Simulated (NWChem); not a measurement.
# C3H3F3; SMILES FC(F)C(F)=C

```xyz
9

C     -1.3135    -1.1953    -0.3927
C     -0.1422    -0.7427     0.0308
F      0.9079    -1.5356     0.2328
C      0.1929     0.6837     0.3598
F     -0.8916     1.4639     0.2068
F      1.1625     1.1274    -0.4674
H     -2.1376    -0.4974    -0.5349
H     -1.4576    -2.2566    -0.6007
H      0.5621     0.7789     1.3976
```
Atoms are numbered in this order, from 1.

All runs: NWChem. The geometry was optimised at PBE0/def2-SVP. Ions are spin-unrestricted doublets at the neutral geometry; other ion states weren't tried. Functional: LC-ωPBE (HJS hole) with def2-SVP; the question gives the range parameter ω in 1/bohr.

Q: Predict the results for range parameter (1/bohr) 0.20. Quantities: vertical ionisation energy, ΔSCF (eV); −ε(HOMO) (eV).

A: 
```json
{
  "vertical ionisation energy, ΔSCF (eV)": "10.53",
  "−ε(HOMO) (eV)": "9.37"
}
```
